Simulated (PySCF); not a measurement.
CH3Cl3SSi, SMILES CS[Si](Cl)(Cl)Cl. Coordinates come from a PBE-D3(BJ)/def2-SVP optimisation. The structure was generated by enumeration, and PubChem lists no compound with its InChIKey, so it may never have been made. One conformer was computed; it need not be the lowest.

Task: Give the equilibrium geometry at PBE-D3(BJ)/def2-SVP (PySCF confirms it by a frequency run) as bond lengths and angles, and its point group. (The exact figures need the calculation; the answer reports its results.)

Result: Several could match; the one computed here: point group Cs.
Atoms: C1 S2 Si3 Cl4 Cl5 Cl6 H7 H8 H9. Bonds (Å): C1–S2 1.841, C1–H7 1.106, C1–H8 1.106, C1–H9 1.106, S2–Si3 2.120, Si3–Cl4 2.070, Si3–Cl5 2.057, Si3–Cl6 2.070. Angles (°): S2–C1–H7 106.0, S2–C1–H8 110.7, S2–C1–H9 110.7, H7–C1–H8 109.5, H7–C1–H9 109.5, H8–C1–H9 110.4, C1–S2–Si3 98.9, S2–Si3–Cl4 111.9, S2–Si3–Cl5 106.9, S2–Si3–Cl6 111.9, Cl4–Si3–Cl5 109.8, Cl4–Si3–Cl6 106.4, Cl5–Si3–Cl6 109.8.
